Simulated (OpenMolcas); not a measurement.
**Ag4+: effect of the basis set**

```yaml
Program: OpenMolcas 26.06
Method: "SS-CASPT2, IPEA 0.25 Eh, imaginary shift 0.1 Eh (closed shells correlated: 4s 4p)"
Active_space: 7 electrons in 5 orbitals (4d)
State_averaging: 2S+1 = 4 even, 10 roots; 2S+1 = 2 even, 40 roots
Spin-orbit_coupling: state interaction with AMFI integrals over the reference wave functions, term energies averaged over their components
```

A. ANO-R1 [6s4p3d1f], X2C, finite nucleus; CASPT2 step roughly 3 core-seconds
B. ANO-RCC-VDZP [6s5p3d1f], DKH2, point nucleus; CASPT2 step roughly 4 core-seconds
C. ANO-R2 [7s5p4d2f1g], X2C, finite nucleus; CASPT2 step of the order of 13 core-seconds
D. ANO-RCC-VTZP [7s6p4d2f1g], DKH2, point nucleus; CASPT2 step of the order of 7 core-seconds
E. ANO-R3 [8s6p5d3f2g1h], X2C, finite nucleus; CASPT2 step about 25 core-seconds
F. ANO-RCC-VQZP [8s7p5d3f2g1h], DKH2, point nucleus; CASPT2 step about 18 core-seconds

Energies in cm⁻¹ above 4d⁷ ⁴F_9/2, the measured ground level; measured values from the list in Gamrath, thesis, University of Mons (2023).

```json
{"Level": "4d⁷ ⁴F_9/2", "A": "0.0", "B": "0.0", "C": "0.0", "D": "0.0", "E": "0.0", "F": "0.0", "Measured": "0.0"}
{"Level": "4d⁷ ⁴F_7/2", "A": "3800", "B": "3840", "C": "3510", "D": "3500", "E": "3570", "F": "3540", "Measured": "3690"}
{"Level": "4d⁷ ⁴F_5/2", "A": "6020", "B": "6050", "C": "5580", "D": "5580", "E": "5650", "F": "5630", "Measured": "5816"}
{"Level": "4d⁷ ⁴F_3/2", "A": "7370", "B": "7400", "C": "6860", "D": "6860", "E": "6940", "F": "6910", "Measured": "7097"}
{"Level": "4d⁷ ⁴P_3/2 [66 %]", "A": "16190", "B": "16250", "C": "14900", "D": "15310", "E": "14890", "F": "15100", "Measured": "14204"}
{"Level": "4d⁷ ⁴P_5/2", "A": "16660", "B": "16780", "C": "15070", "D": "15510", "E": "15140", "F": "15340", "Measured": "14899"}
{"Level": "4d⁷ ²G_9/2", "A": "17850", "B": "17740", "C": "17110", "D": "17450", "E": "16870", "F": "17020", "Measured": "16875"}
{"Level": "4d⁷ ⁴P_1/2", "A": "19070", "B": "19200", "C": "17380", "D": "17810", "E": "17460", "F": "17650", "Measured": "17067"}
{"Level": "4d⁷ ²G_7/2", "A": "21520", "B": "21430", "C": "20540", "D": "20870", "E": "20360", "F": "20480", "Measured": "20442"}
{"Level": "4d⁷ ²H_11/2", "A": "24030", "B": "23990", "C": "22810", "D": "23310", "E": "22490", "F": "22800", "Measured": "22532"}
{"Level": "4d⁷ ²D_5/2(1)", "A": "25560", "B": "25320", "C": "24680", "D": "24970", "E": "24510", "F": "24640", "Measured": "24361"}
{"Level": "4d⁷ ²P_1/2", "A": "27300", "B": "27300", "C": "25820", "D": "26150", "E": "25770", "F": "25930", "Measured": "24599"}
{"Level": "4d⁷ ²H_9/2", "A": "27940", "B": "27920", "C": "26450", "D": "26920", "E": "26210", "F": "26460", "Measured": "26368"}
{"Level": "4d⁷ ²D_3/2(1) [60 %]", "A": "32120", "B": "32000", "C": "30630", "D": "30930", "E": "30570", "F": "30680", "Measured": "30134"}
{"Level": "4d⁷ ²F_5/2", "A": "38040", "B": "38070", "C": "35360", "D": "36050", "E": "35070", "F": "35560", "Measured": "34635"}
{"Level": "4d⁷ ²F_7/2", "A": "40020", "B": "40070", "C": "37180", "D": "37870", "E": "36930", "F": "37400", "Measured": "36594"}
{"Level": "4d⁷ ²D_3/2(2)", "A": "59270", "B": "58940", "C": "56450", "D": "57230", "E": "56020", "F": "56620", "Measured": "55041"}
{"Level": "4d⁷ ²D_5/2(2)", "A": "61150", "B": "60840", "C": "58150", "D": "58930", "E": "57760", "F": "58340", "Measured": "56772"}
```

Deviations, from unrounded energies. A percentage is the sum of absolute deviations over the sum of measured energies, with the sign that they share, or ± where signs differ.

```
                        Against measurement  Levels     A     B     C     D     E     F
             mean absolute deviation (cm-1)      17  1900  1900   510   910   390   590
      fine structure of the ground term (%)       3  +3.6  +4.1  -4.0  -4.0  -2.7  -3.2
other terms of the ground configuration (%)      14  +8.2  +7.9  +2.0  +3.7  ±1.5  +2.4
```

E lies closest to measurement on these levels and A furthest from it. The largest miss of E in the table is 4d⁷ ²P_1/2, by +1200 cm-1. The ranking rests on the paired levels alone, and a cruder setting can come out closer through cancelling errors.

The two smallest mean deviations differ by little beside CASPT2's spread within terms, so their order carries little weight.

Among A to F the level of the table that moves most is 4d⁷ ²D_5/2(2), by 3400 cm-1 (lowest in E, highest in A). Moves below CASPT2's spread within the term are not significant.

CASPT2 breaks the degeneracy within a term, and the mean is taken; among the terms shown or strongly mixed into the levels shown the widest spread is 1200 cm-1 (4d⁷ ²H, B). The CASPT2 spread within a term exceeds the gap to the next term for 4d⁷ ²P and 4d⁷ ²H, so the order of their levels is uncertain (figures for A; the like holds for B, C, D, E, F). The basis is small and was not contracted for so high a charge (holds for A; B). Computed and measured levels are paired by configuration, term and J; levels that our copy of the source lacks, or whose pairing is in doubt (as where it misses far off the trend of its configuration), stay unpaired and out of the deviations. Levels of configurations outside the active space are missing. Levels that lie high or do not pair safely by name in every column are left out.

A share in square brackets marks a mixed level and gives the weight of the term that names it, the lowest over the columns. A number in round brackets counts repeated terms of one configuration in the order of the reference energies.
